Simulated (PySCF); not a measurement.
# Unknowns

[PySCF: J couplings at B3LYP/pcJ-1 (spin–dipole term left out of most H,H and C,H couplings); shielding tensors at PBE0/pcSseg-1 (GIAO); geometry: GFN2-xTB; relativity neglected; no solvent; equivalent nuclei averaged; one computed conformer]

δ = σ(ref) − σ, references computed at the same level: $^{1}$H and $^{13}$C vs TMS. Multiplet labels drop J under 1 Hz and among equivalent protons, and merge close values. Unscaled 3J(H,H) run several per cent high. Splittings of carbon signals by F and P are missing where no couplings were computed. Where no couplings were computed, multiplicities follow the n + 1 count of equivalent neighbours, and m marks all less simple cases (inequivalent or close neighbours, rings, F or P nearby). Shifts are as computed. Against solution values, carbons near 30 ppm lie about +3 ppm off and those near 130 ppm about +5 ppm (rms about the fit 2.1 ppm; single classes can miss by 10 ppm). Of 1328 compounds with measured shifts, 309 miss one by over three times the rms of a fit or turn the order of signals round; such compounds aren't used in these exercises. Signals without a measured value on file couldn't be tested in this way; 1H shifts scatter by 0.2 ppm about their fit, and single ones miss by 0.5 ppm.

Task: C$_{7}$H$_{7}$N. $^{1}$H NMR (400 MHz, computed): δ 7.17 (m, 1H), 6.98 (m, 1H), 6.88 (m, 1H), 6.72 (m, 1H), 5.88 (m, 1H), 5.86 (m, 1H), 5.22 (d, 1H). $^{13}$C{$^{1}$H} NMR (computed): δ 157.6 (CH), 150.1 (CH), 145.3 (CH), 137.9 (CH), 132.8 (CH2), 121.6 (C), 103.2 (CH). Give a structure.

Result: `C(=C\C=C)/C=C\C#N`. The formula gives 5 degrees of unsaturation (no ring in the answer). 7 carbon signals for 7 carbons: no two carbons are equivalent. Carbon types of the structure: 1 × C, 5 × CH, 1 × CH2, which accounts for all hydrogens. δC 157.6, 150.1, 145.3, 137.9, 103.2: alkene CH; the olefinic region. δC 132.8: terminal =CH2 carbon; the olefinic region. δC 121.6: nitrile carbon; C≡N carbons fall here, among the sp2 signals but without a proton. δH 5.88, 5.86: hydrogen on a terminal =CH2 carbon; attached to an sp2 carbon and in the plane of the double bond.

The data come from this structure; uniqueness wasn't tested.

Task: C$_{7}$H$_{7}$N. $^{1}$H NMR (300 MHz, computed): δ 3.35 (tt, J = 4.1, 2.6 Hz, 1H), 2.89 (m, 2H), 2.03 (dd, J = 8.7, 2.6 Hz, 2H), 1.74 (m, 2H). $^{13}$C{$^{1}$H} NMR (computed): δ 124.4 (C), 43.1 (CH2), 40.5 (CH), 31.6 (C), 18.1 (CH). Give a structure.

Result: SMILES C1[C@]2(C#N)C[C@@H]3[C@H]1[C@H]23. Rings plus π bonds: 5 (3 rings in the answer). 5 carbon signals for 7 carbons: some carbons are equivalent by symmetry or fast rotation. Carbon types of the structure: 2 × C, 3 × CH, 2 × CH2, which accounts for all hydrogens. δC 124.4: nitrile carbon; C≡N carbons fall here, among the sp2 signals but without a proton. δC 43.1: sp3 CH2 in a ring; aliphatic region, no heteroatom directly attached. δC 40.5, 18.1: three-membered-ring carbon. δC 31.6: quaternary sp3 carbon α to a nitrile; aliphatic region, no heteroatom directly attached.

The shifts were computed for this structure. Such data don't tell enantiomers apart.

Task: C$_{5}$H$_{5}$F. $^{1}$H NMR (600 MHz, computed): δ 5.19 (m, 1H), 5.01 (m, 1H), 2.21 (s, 3H). $^{13}$C{$^{1}$H} NMR (computed): δ 158.0 (C), 106.4 (CH2), 98.9 (C), 78.9 (C), 5.3 (CH3). Give a structure.

Result: `C(#CC(=C)F)C`. Rings plus π bonds: 3 (no ring in the answer). 5 carbon signals for 5 carbons: no two carbons are equivalent. Carbon types of the structure: 3 × C, 1 × CH2, 1 × CH3, which accounts for all hydrogens. δC 158.0: fully substituted alkene carbon; the olefinic region. δC 106.4: terminal =CH2 carbon; as expected for a trigonal carbon in a double bond. δC 98.9, 78.9: alkyne carbon; the triple bond shields along its axis, which puts it between sp3 and sp2 carbons. δC 5.3: propargylic methyl carbon; aliphatic region, no heteroatom directly attached.

The shifts were computed for this structure.
